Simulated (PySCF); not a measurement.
A structure optimised at PBE-D3(BJ)/def2-SVP, used in a PySCF frequency run:

```
B
O 1 1.3708
H 2 0.9724 1 110.14
O 1 1.3778 2 116.34 3 180.00
H 4 0.9699 1 113.93 2 180.00
O 1 1.3866 2 118.28 3 0.00
H 6 0.9709 1 114.51 2 -180.00
```

Write its SMILES, formula and point group.

OB(O)O, BH₃O₃, Cs

What are its rotational constants (standard atomic weights)?

9.9972, 9.6495, 4.9101 GHz
